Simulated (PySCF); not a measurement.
**Question.** Write Cartesian coordinates for `C/C=C/S(=O)(=O)O` as optimised with GFN2-xTB.

**Answer.** 
```
atom  x, y, z in Å
C1    -2.2177    0.0843    0.2385
C2    -0.7326    0.0135    0.2452
C3     0.0336   -0.2980   -0.7796
S4     1.7866   -0.3026   -0.5466
O5     2.4035   -1.3243   -1.3394
O6     2.0956   -0.2154    0.8423
O7     2.1705    1.1068   -1.2525
H8    -2.5375    1.0874    0.5164
H9    -2.6207   -0.6036    0.9799
H10   -2.6226   -0.1640   -0.7385
H11   -0.2348    0.2352    1.1799
H12   -0.2909   -0.5535   -1.7702
H13    2.7625    0.9347   -1.9862
```

Orientation and origin are arbitrary. Atoms count from 1 in this order. Of the pairs four or more bonds apart, O6···H11 is among the closest relative to their van der Waals radii: 2.40 Å, 88 % of the sum of Bondi's values. The 3 O–S bonds span 1.426 Å (S4=O6, drawn double) to 1.622 Å (S4–O7, drawn single), a spread of 0.196 Å. S4 (sulfonyl sulfur) is distorted tetrahedral (angles from 100.1° to 119.3°). The C–C distances run from 1.317 Å (C2=C3, drawn double) to 1.487 Å (C1–C2, drawn single), a spread of 0.170 Å.

Bonds between heavy atoms (Å): C1–C2 1.487, C2=C3 1.317, C3–S4 1.768, S4=O5 1.433, S4=O6 1.426, S4–O7 1.622.

Computed geometry: GFN2-xTB, gas phase.

Point group: C1 (no symmetry element, even within 0.4 Å). GFN2-xTB frequencies: not computed here. One conformer, not necessarily the lowest (C2–C3–S4–O5 146°, C3–S4–O7–H -119°).
